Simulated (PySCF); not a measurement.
SMILES [CH3][In]([CH3])[F], singlet, PBE0/def2-SVP optimised geometry.

```
10

In     0.03     0.06     0.00
F     -0.64     1.93     0.00
C     -1.64    -1.29     0.01
H     -1.61    -1.93     0.90
H     -1.62    -1.93    -0.89
H     -2.57    -0.70     0.01
C      2.17     0.06     0.00
H      2.57    -0.74    -0.64
H      2.53    -0.10     1.03
H      2.53     1.04    -0.35
```

Density from PBE0/def2-TZVP, def2 effective core potentials past Kr in PySCF 2.14.0 at that geometry. The core electrons that the potentials of In replace are not part of the density.

Minimum of the electron density along straight lines between bonded atoms, close to the bond critical point (lines longer than 1.1 times the sum of covalent radii, or with two minima, are not listed):

```csv
bond,length / Å,ρ at the minimum / e bohr⁻³,∇²ρ there / e bohr⁻⁵,position (fraction from the first atom)
In1–F2,1.984,0.104,0.54,0.52
In1–C3,2.147,0.101,0.14,0.52
C3–H4,1.100,0.267,-0.88,0.64
C3–H5,1.100,0.267,-0.88,0.64
C3–H6,1.098,0.270,-0.89,0.65
In1–C7,2.146,0.101,0.14,0.52
C7–H8,1.099,0.268,-0.88,0.64
C7–H9,1.100,0.267,-0.87,0.64
C7–H10,1.099,0.269,-0.89,0.64
```
